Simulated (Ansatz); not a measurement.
`[CH3][Ga]([F])[SeH]` + H₂S → `[F][Ga]([SH])[SeH]` + CH₄ at 400 K and 1 bar (ligand exchange at a Ga–C bond).

Calculated with Ansatz (gas phase, PBE0-D4/def2-TZVP geometries, no zero-point term in ΔE). CBS: MP2 limit from def2 TZ/QZ plus the TZ coupled-cluster correction, frozen cores. This one scheme is used for every species. For Ga, Se outer-core shells are correlated without core-valence functions, which leaves a few kJ/mol of doubt a bond. Scalar relativity is left out up to krypton. Each species was taken in one conformer, which may not be the lowest.

| species | CCSD(T)/CBS energy (Eh) | H − E (kJ/mol) | S (J/(mol·K)) |
| --- | --- | --- | --- |
| `[CH3][Ga]([F])[SeH]` | -4464.99266 | 153.8 | 402.7 |
| H₂S | -398.97279 | 53.4 | 215.9 |
| `[F][Ga]([SH])[SeH]` | -4823.53773 | 83.3 | 393.1 |
| CH₄ | -40.46206 | 131.3 | 197.2 |

H − E and S are ideal-gas, rigid-rotor, harmonic terms from PBE0-D4/def2-TZVP, for one conformer and one mirror image of each species. 1 Eh = 2625.50 kJ/mol, R = 8.31446 J/(mol·K).

Problem. By hand: ΔE, ΔH, ΔS and ΔG.

Solution. ΔE = (-4823.53773) + (-40.46206) − (-4464.99266) − (-398.97279) = -0.03434 Eh = -90.2 kJ/mol. Δ(H − E) = 83.3 + 131.3 − 153.8 − 53.4 = 7.4, so ΔH = -82.8 kJ/mol. ΔS = 393.1 + 197.2 − 402.7 − 215.9 = -28.3 J/(mol·K). ΔG = -82.8 − 400 × (-28.3)/1000 = -71.5 kJ/mol.

Problem. By hand: the equilibrium constant, and the temperature at which ΔG would vanish if ΔH and ΔS stayed fixed.

Solution. log₁₀ K = −ΔG/(RT ln 10) = 9.3. ΔG = 0 at ΔH/ΔS = 2926 K, far beyond where these terms or the molecules hold.

ΔH outweighs TΔS. A doubt of 5 kJ/mol in ΔE shifts log₁₀ K by 0.7 here. Other conformers and mirror images would add mixing entropy, several J/(mol·K) or more a flexible species. Modes under 60 cm⁻¹, often nearly free rotors, make the harmonic entropy too high. These are equilibria of isolated gas molecules and say nothing of rates. Largest T1 diagnostic: 0.012 (customary marks: 0.02 for closed shells, 0.045 for open ones).
